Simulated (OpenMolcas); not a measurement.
**Ir2+: moving or changing the point charges**

Ir2+ among 3 point charges of -1.5 e arranged as a planar triangle (D3h), 2.03 Å from the ion.

* Program: OpenMolcas 26.06
* Method: SS-CASPT2, IPEA 0.25 Eh, imaginary shift 0.1 Eh (closed shells correlated: 4f 5s 5p)
* Basis: ANO-RCC-VDZP [7s6p4d2f]
* Scalar Hamiltonian: DKH2, point nucleus
* Active space: 7 electrons in 5 orbitals (5d)
* State averaging: 2S+1 = 4 even, 10 roots; 2S+1 = 2 even, 40 roots
* Spin-orbit coupling: state interaction with AMFI integrals over the reference wave functions

Runs around this geometry, states (labels of D3, the rotations of D3h). Energies in cm-1 above the lowest state or level, χT in cm3 K/mol.

```tsv
R (Å)	q (e)	Ground state	First state of that spin	First gap with spin-orbit (degeneracies)	χT at 300 K	First state of another spin
2.03	-0.98	4E	4A2 340	240 (2, 2)	4.450	2E 11120
1.94	-1.5	4E	4A2 4190	1180 (2, 2)	1.578	2E 11240
2.03	-1.5	4E	4A2 3080	760 (2, 2)	2.120	2E 11570
2.2	-1.5	4E	4A2 1660	210 (2, 2)	3.658	2A2 11930
```

Taking the first state of the same spin as R^-n, n = -ln(1660 / 4190) / ln(2.2 / 1.94) = 7.4 between the shortest and longest distance.

Scaling the charges by -0.98 / -1.5 = 0.65 scales the first state of the same spin by 340 / 3080 = 0.11; with fixed orbitals a first-order splitting would follow the charge.

Roots that are degenerate in the reference are averaged as groups; the widest CASPT2 spread within a group is 140 cm-1 (the 2-fold group of multiplicity 4 near 7440 cm-1 above the lowest state of its run, R = 1.94, q = -1.5). Shifts and gaps below about the spread of the groups concerned are not significant. Point charges give a weaker field than real ligands, and real ions of this kind are as a rule low spin; the high spin found here belongs to the model. Free-ion shares, where given, are those of the reference states; single-state CASPT2 does not remix them. Spin-orbit coupling mixes the spin-free states strongly: the lowest level takes only 45 % from its leading state, 4A2, which lies 343 cm-1 above the lowest spin-free state (figures for R = 2.03, q = -0.98; the like holds for R = 1.94, q = -1.5, R = 2.03, q = -1.5, R = 2.2, q = -1.5). An orbital doublet at a regular site is open to a Jahn-Teller distortion, which this geometry leaves out (holds for R = 1.94, q = -1.5; R = 2.03, q = -1.5; R = 2.2, q = -1.5). This is an electrostatic model: the charges have no orbitals. No measured value stands beside these numbers.
